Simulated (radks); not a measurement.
Values are calculated unless marked as measured or tabulated.
The osmium ion Os+ inside a hard spherical wall (all orbitals vanish at R), configuration held at [Xe] 4f14 5d6 6s1 and not refilled when levels cross. Code: a radial shooting solver on a logarithmic mesh with Libxc functionals. Model: scalar-relativistic Kohn-Sham, PBEsol, spin-polarised, spherical densities, point nucleus; open shells are filled with parallel spins first (spin-orbit coupling, left out, can overturn this in heavy ions). Eigenvalues in eV for spin up, with the zero of energy where the potential of the charges vanishes at infinity; a dash marks a level that is unbound or too diffuse for the functional's potential to be trusted. A positive occupied level is held by the wall or, in an anion where self-interaction has pushed it up, behind a barrier. The pressure on the wall is -dE/dV.

R (bohr)  E (hartree)  kinetic (hartree)    e(4f)    e(5p)    e(5d)    e(6s)  e(6p, empty)  e(7s, empty)  pressure (GPa)
free      -17248.6872          19121.101  -59.951  -59.724  -15.239  -14.052        -7.598             -               0
15        -17248.6872          19121.101  -59.951  -59.724  -15.239  -14.052        -7.598             -        < 0.0001
12        -17248.6872          19121.101  -59.951  -59.724  -15.239  -14.052        -7.597        -3.332        < 0.0001
10        -17248.6871          19121.101  -59.951  -59.724  -15.239  -14.051        -7.588        -2.936        0.000334
5         -17248.6408          19121.447  -58.805  -58.660  -14.283  -12.756        -4.656        13.436            7.18
3         -17247.2441          19127.921  -46.604  -48.412   -3.091    8.173        25.961        100.04             707
1.5       -17200.3293          19297.360   59.175   65.806   143.81   342.97        407.02        849.11          153000
